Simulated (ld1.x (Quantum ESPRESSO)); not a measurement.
## oxygen (O): variants of one PAW potential

Base potential:

- Element: oxygen
- Generator: ld1.x (Quantum ESPRESSO) 7.5
- Type: PAW
- Functional: PBEsol
- Relativity: scalar-relativistic
- Frozen core: [He]
- Valence charge: 6
- Reference configuration: 2s2 2p3 (charge +1)
- Partial waves: 2s (bound): rcut 0.55, rcutus 0.70 bohr; 2s channel at 1.7 Ry: rcut 0.55, rcutus 0.70 bohr; 2p (bound): rcut 1.05, rcutus 1.45 bohr; 2p channel at -0.35 Ry: rcut 1.05, rcutus 1.45 bohr; 3d channel at -0.1 Ry: rcut 1.25, rcutus 1.50 bohr; 3d channel at 2.65 Ry: rcut 1.25, rcutus 1.50 bohr
- Local potential: all-electron potential smoothed inside 1.15 bohr (lloc = -1)
- Core correction: Bessel-smoothed model core, default radius (core density twice the valence density)
- Augmentation charge: PSQ, inside the norm-conserving radii

Cutoffs, loose and tight: the cutoffs (Ry, on a coarse ladder) from which the occupation-weighted sum of valence levels, in a spherical-Bessel basis at the reference potential, stays within 10 and 1 mRy of its value at 400 Ry. They do not see the model core or the augmentation charge, which bear on the density cutoff. Test errors are all-electron minus pseudo excitation energies from the reference, over the configurations 2s2 2p4; 2s2 2p2; 2s2 2p1; 2s1 2p5; 2s1 2p4; 2s2 2p0; 2s2 2p3.5. A dash means not determined; rows that change the core or the reference have their own tests.

| change | outcome | cutoff, loose | cutoff, tight | bound ghosts | largest test error (meV) |
| --- | --- | --- | --- | --- | --- |
| base | generated | 70 Ry | 100 Ry | none | -8.8 |
| wave 2p channel at -0.35 Ry: rcut 1.05, rcutus 1.45 bohr becomes 2p channel at -1.65 Ry: rcut 1.05, rcutus 1.45 bohr | generated | 70 Ry | 100 Ry | none | -11 |
| wave 2p channel at -0.35 Ry: rcut 1.05, rcutus 1.45 bohr becomes 2p channel at -1.53 Ry: rcut 1.05, rcutus 1.45 bohr | generated | 70 Ry | 100 Ry | none | -6.5 |
| wave 2p channel at -0.35 Ry: rcut 1.05, rcutus 1.45 bohr becomes 2p channel at -1.43 Ry: rcut 1.05, rcutus 1.45 bohr | generated | 70 Ry | 100 Ry | none | -4.4 |
| wave 2p channel at -0.35 Ry: rcut 1.05, rcutus 1.45 bohr becomes 2p channel at -1 Ry: rcut 1.05, rcutus 1.45 bohr | generated | 70 Ry | 100 Ry | none | -5.0 |
| wave 2p channel at -0.35 Ry: rcut 1.05, rcutus 1.45 bohr becomes 2p channel at -0.55 Ry: rcut 1.05, rcutus 1.45 bohr | generated | 70 Ry | 100 Ry | none | -8.0 |
| wave 2p channel at -0.35 Ry: rcut 1.05, rcutus 1.45 bohr becomes 2p channel at 0.28 Ry: rcut 1.05, rcutus 1.45 bohr | generated | 70 Ry | 100 Ry | none | -13 |
| wave 2p channel at -0.35 Ry: rcut 1.05, rcutus 1.45 bohr becomes 2p channel at 1.82 Ry: rcut 1.05, rcutus 1.45 bohr | generated | 70 Ry | 100 Ry | none | -9.2 |

Q: What comes out with this change to the base: wave 2p channel at -0.35 Ry: rcut 1.05, rcutus 1.45 bohr becomes 2p channel at 5 Ry: rcut 1.05, rcutus 1.45 bohr?

A: outcome: generated; cutoff, loose: 70 Ry; cutoff, tight: 100 Ry; bound ghosts: none; largest test error (meV): +3.5.
